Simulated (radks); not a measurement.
The numbers below are computed, except where a source is named.
Effect of the nuclear size on the neodymium ion Nd55+, [He] 2s2 2p1. Code: a radial shooting solver on a logarithmic mesh with Libxc functionals. Model: Dirac Kohn-Sham, BLYP, spin-unpolarised, spherical densities, finite nucleus; open shells fill j = l - 1/2 first; Fermi nuclear charge, rms radius 4.9123 fm. The rms radius is varied about that value; shifts are against it.

| rms radius (fm) | total energy shift (eV) | density at nucleus (e/bohr^3) | 1s1/2 shift (meV) | 2s1/2 shift (meV) | 2p1/2 shift (meV) | 3s1/2 (empty) shift (meV) | 3p1/2 (empty) shift (meV) |
|---|---|---|---|---|---|---|---|
| 4.1312 | -3.76 | 4.64e+05 | -1590 | -221 | 0.793 | -63.8 | -2.08 |
| 4.48 | -2.14 | 4.556e+05 | -908 | -126 | 0.450 | -36.4 | -1.18 |
| 4.9123 | 0 | 4.464e+05 | 0.000 | 0.000 | 0.000 | 0.000 | 0.000 |
| 5.1039 | 0.998 | 4.426e+05 | 423 | 58.8 | -0.208 | 17.0 | 0.553 |
| 6.0323 | 6.25 | 4.264e+05 | 2650 | 368 | -1.29 | 106 | 3.47 |

Slopes of the eigenvalues against <r^2> in GHz/fm^2, as finite differences over the two radii next to the reference (eigenvalue slopes, not the field-shift constants of lines): 1s1/2 53900, 2s1/2 7480, 2p1/2 -26.6, 3s1/2 (empty) 2160, 3p1/2 (empty) 70.3.
